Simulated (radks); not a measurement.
Results of a calculation; reference values are marked as such.
Dispersion coefficients C6 (hartree bohr^6) between ground-configuration atoms and ions, from the Casimir-Polder integral (3/pi) of alpha_A(iw) alpha_B(iw). Code: a radial shooting solver on a logarithmic mesh with Libxc functionals. Model: scalar-relativistic Kohn-Sham, PBE, spin-polarised, spherical densities, finite nucleus; Fermi nuclear charge, rms radius of each element as measured or else 0.836 A^(1/3) + 0.57 fm. Response by self-consistent Sternheimer equations with the Hartree and adiabatic LDA kernel, the relativistic mass of each level held fixed and spin-orbit coupling left out.

C6,Be,B+,C2+,N3+,O4+,F5+,Ne6+,Mg8+
Be,254.1,,,,,,,
B+,81.24,28.39,,,,,,
C2+,35.99,13.23,6.368,,,,,
N3+,19.04,7.232,3.559,2.021,,,,
O4+,11.28,4.385,2.193,1.260,0.7930,,,
F5+,7.225,2.859,1.449,0.8402,0.5325,0.3597,,
Ne6+,4.903,1.968,1.008,0.5889,0.3755,0.2548,0.1813,
Mg8+,2.554,1.048,0.5452,0.3226,0.2076,0.1420,0.1017,0.05761

Static polarisabilities (bohr^3): Be ([He] 2s2) 42.64, B+ ([He] 2s2) 10.53, C2+ ([He] 2s2) 4.158, N3+ ([He] 2s2) 2.058, O4+ ([He] 2s2) 1.166, F5+ ([He] 2s2) 0.7237, Ne6+ ([He] 2s2) 0.4793, Mg8+ ([He] 2s2) 0.2410. The combination rule 2 Ca Cb / ((alpha_b/alpha_a) Ca + (alpha_a/alpha_b) Cb) gives 0.3748 for O4+-Ne6+, against 0.3755 from the integral.
